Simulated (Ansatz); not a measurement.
## Relaxing a trial structure of H7NO2Si2

The starting geometry of this gas-phase triplet was optimised with GFN2-xTB as a singlet; its bonds are those of `O[SiH](O)N[SiH3]`.

```tsv
atom	x (Å)	y (Å)	z (Å)
N	-1.0659	-0.8927	0.9668
O	1.2530	0.5883	1.0458
O	-0.8407	1.7360	0.0443
Si	-0.3659	0.6787	1.1783
Si	-0.5310	-2.1822	-0.0520
H	1.7125	-0.0974	1.5189
H	-0.7940	1.1672	2.4814
H	-0.1716	2.1947	-0.4567
H	-2.0410	-0.9292	1.2117
H	-0.6369	-1.8940	-1.4881
H	0.8738	-2.4374	0.2840
H	-1.3759	-3.3245	0.3023
```

Question: Where would you expect an optimisation with PBE-D3(BJ)/def2-SVP to take it?

Answer: It falls apart into H6NO2Si2 + H. Contacts that open: Si5–H11 (1.47 → 4.36 Å).

The energy falls by 2.48 eV over 31 steps:

```tsv
step	E − E(last) (eV)
1	2.478
4	0.913
8	0.462
11	0.244
14	0.142
18	0.083
21	0.039
24	0.005
28	0.000
31	0.000
```

Final geometry (Å):

```xyz
12

N    -1.4644   -0.6497    0.7990
O     1.1616    0.1070    1.1281
O    -0.8275    2.0422    0.5221
Si   -0.4045    0.6454    1.3414
Si   -1.0942   -2.3644    0.6289
H     1.3465   -0.3789    0.3042
H    -0.5109    1.0225    2.7755
H    -0.9336    1.9366   -0.4399
H    -2.4674   -0.4273    0.8093
H     0.2670   -2.4822   -0.0258
H     3.0823   -1.8810   -0.5162
H    -2.1386   -2.9628   -0.2900
```

The end wasn't checked by frequencies. Open shells are spin-unrestricted. The triplet needn't be the ground state. Run with Ansatz 0.2.0, 2.6 min on 2 threads of Intel(R) Xeon(R) Processor @ 2.70GHz (shared host).
